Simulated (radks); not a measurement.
The numbers below are computed, except where a source is named.
Question: These are the eigenvalues of the occupied orbitals of an atom or ion with whole-number occupations (eV). Level of theory: non-relativistic Kohn-Sham, TPSS, spin-polarised, spherical densities, point nucleus; meta-GGA in the generalised Kohn-Sham scheme (a radial shooting solver on a logarithmic mesh with Libxc functionals).

| orbital | eigenvalue |
|---|---|
| 1s up | -9618.572 |
| 1s down | -9618.571 |
| 2s up | -1338.290 |
| 2s down | -1334.449 |
| 2p up | -1201.458 |
| 2p down | -1198.432 |
| 3s up | -309.5132 |
| 3s down | -302.3805 |
| 3p up | -264.9228 |
| 3p down | -257.6928 |
| 3d up | -189.7672 |

Which element is it, and in what charge state? The configuration may be excited. Open shells, if any, are filled with parallel spins first.

Answer: Z = 30, zinc, charge +8: Zn8+ in [Ar] 3d4. The list shows which subshells hold electrons but not how many an open one holds; the 1s level, -353.48 hartree, gives Z - s = 26.6 by -(Z - s)^2/2, which with screening narrows Z to a few neighbours, and the depths of the outer levels then fix element, charge and occupations together.
